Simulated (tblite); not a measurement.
C4H11AlClN.
SMILES with atom numbers: `[CH3:1][C@@H:2]1[CH2:3][C@@H:4]1[Al@@H-:5]([NH3+:6])[Cl:7]` (hydrogens: H8, H9, H10 on C1; H11 on C2; H12, H13 on C3; H14 on C4; H15 on Al5; H16, H17, H18 on N6)

Computed with GFN2-xTB (tblite), gas phase: L-BFGS steps from a force-field or distance-geometry start until the largest atomic force falls under 0.01 eV/Å.

Step 6: E = -619.5505 eV
```
atom  x, y, z in Å  |  force x, y, z in eV/Å
C1     -2.2295    0.1419   -0.5152    0.021   0.010  -0.018
C2     -1.5142   -0.8319    0.3866   -0.043  -0.024   0.195
C3     -0.8792   -0.3217    1.6336   -0.105   0.005   0.067
C4     -0.0037   -0.8171    0.5029   -0.075  -0.092   0.057
Al5     0.8858    0.6132   -0.5167    0.131  -0.005  -0.115
N6      2.9209    0.3791    0.1429    0.067  -0.002   0.052
Cl7     1.0357    0.3658   -2.5363    0.134   0.047  -0.082
H8     -3.3005    0.1644   -0.3038    0.076  -0.021   0.019
H9     -1.8300    1.1446   -0.3621    0.091   0.041  -0.020
H10    -2.0918   -0.1163   -1.5639   -0.012  -0.064  -0.037
H11    -2.0043   -1.7953    0.4610   -0.047  -0.092  -0.053
H12    -0.9469   -0.9109    2.5378   -0.019   0.028   0.031
H13    -0.9325    0.7463    1.7987    0.048   0.017   0.053
H14     0.3999   -1.8100    0.7133    0.006  -0.064  -0.055
H15     0.6625    2.0385    0.0033    0.050   0.185   0.061
H16     3.0101    0.4715    1.1560   -0.090  -0.007  -0.190
H17     3.2852   -0.5394   -0.1176   -0.097   0.123   0.008
H18     3.5236    1.0836   -0.2855   -0.136  -0.086   0.028
```

Step 7: E = -619.5566 eV
```
atom  x, y, z in Å  |  force x, y, z in eV/Å
C1     -2.2285    0.1422   -0.5169    0.076  -0.027   0.039
C2     -1.5144   -0.8325    0.3900   -0.119  -0.019   0.118
C3     -0.8797   -0.3217    1.6373   -0.097   0.000   0.045
C4     -0.0055   -0.8205    0.5046   -0.054   0.003   0.049
Al5     0.8792    0.6151   -0.5184    0.156  -0.021  -0.159
N6      2.9162    0.3796    0.1409    0.016  -0.003   0.012
Cl7     1.0441    0.3676   -2.5426    0.114   0.058   0.012
H8     -3.2989    0.1621   -0.3023    0.078   0.009   0.007
H9     -1.8243    1.1444   -0.3617    0.054   0.002  -0.046
H10    -2.0924   -0.1198   -1.5663   -0.006  -0.044   0.015
H11    -2.0068   -1.7969    0.4567   -0.025  -0.050  -0.019
H12    -0.9483   -0.9085    2.5438   -0.016   0.026   0.002
H13    -0.9309    0.7480    1.8035    0.050  -0.034   0.027
H14     0.3989   -1.8130    0.7106    0.010  -0.076  -0.033
H15     0.6681    2.0439    0.0053    0.040   0.148   0.046
H16     3.0093    0.4712    1.1501   -0.109   0.012  -0.028
H17     3.2841   -0.5353   -0.1162   -0.080   0.004  -0.040
H18     3.5212    1.0804   -0.2832   -0.086   0.015  -0.046
```

Step 8: E = -619.5615 eV
```
atom  x, y, z in Å  |  force x, y, z in eV/Å
C1     -2.2264    0.1421   -0.5176    0.088  -0.047   0.067
C2     -1.5171   -0.8336    0.3947   -0.107  -0.006   0.032
C3     -0.8820   -0.3216    1.6412   -0.058  -0.021   0.002
C4     -0.0080   -0.8232    0.5068   -0.037   0.070   0.033
Al5     0.8783    0.6162   -0.5217    0.119  -0.016  -0.120
N6      2.9124    0.3800    0.1395   -0.039  -0.003  -0.044
Cl7     1.0527    0.3701   -2.5480    0.102   0.063   0.060
H8     -3.2961    0.1607   -0.3011    0.064   0.039  -0.003
H9     -1.8189    1.1445   -0.3624    0.028  -0.042  -0.062
H10    -2.0930   -0.1235   -1.5678    0.006  -0.031   0.064
H11    -2.0094   -1.7997    0.4532   -0.016  -0.014   0.015
H12    -0.9497   -0.9066    2.5486   -0.017   0.014   0.005
H13    -0.9287    0.7490    1.8075    0.041  -0.060   0.010
H14     0.3984   -1.8166    0.7078   -0.006  -0.048  -0.014
H15     0.6730    2.0511    0.0076    0.043   0.074   0.014
H16     3.0064    0.4712    1.1453   -0.113   0.027   0.110
H17     3.2816   -0.5323   -0.1161   -0.058  -0.088  -0.071
H18     3.5177    1.0785   -0.2826   -0.040   0.089  -0.095
```

**Question.** Estimate the geometry and energy of step 9. (The exact step hangs on the optimiser's Hessian estimate; all steps are aligned on step 8, rigid shifts and turns removed.)

**Answer.** E = -619.5657 eV, largest force 0.183 eV/Å
```
atom  x, y, z in Å  |  force x, y, z in eV/Å
C1     -2.2234    0.1414   -0.5172    0.062  -0.047   0.065
C2     -1.5209   -0.8348    0.3999   -0.054  -0.010  -0.047
C3     -0.8851   -0.3219    1.6445   -0.009  -0.032  -0.011
C4     -0.0110   -0.8246    0.5092   -0.004   0.088   0.002
Al5     0.8806    0.6169   -0.5260    0.052   0.001  -0.030
N6      2.9087    0.3803    0.1377   -0.053  -0.003  -0.055
Cl7     1.0620    0.3734   -2.5521    0.095   0.063   0.067
H8     -3.2924    0.1603   -0.3001    0.035   0.066  -0.007
H9     -1.8136    1.1440   -0.3642    0.019  -0.070  -0.064
H10    -2.0933   -0.1273   -1.5678    0.023  -0.029   0.091
H11    -2.0120   -1.8027    0.4506   -0.011   0.020   0.043
H12    -0.9512   -0.9049    2.5527   -0.019  -0.002   0.015
H13    -0.9261    0.7491    1.8111    0.025  -0.067  -0.002
H14     0.3978   -1.8203    0.7051   -0.032   0.009  -0.002
H15     0.6779    2.0587    0.0098    0.051  -0.009  -0.023
H16     3.0015    0.4717    1.1429   -0.112   0.030   0.142
H17     3.2782   -0.5313   -0.1174   -0.047  -0.117  -0.077
H18     3.5136    1.0785   -0.2839   -0.023   0.111  -0.106
```

The energy changes by -0.0042 eV. The first-order estimate −F·Δx gives -0.0058 eV and the mean of the old and new forces, exact on a quadratic surface, -0.0042 eV. The step makes an angle of 54° with the force vector and moves no atom by more than 0.011 Å.

The cost below is that of the whole relaxation. Time: 0.79 s wall. Hardware: one thread, Arm Neoverse V1 (aarch64) (shared host).
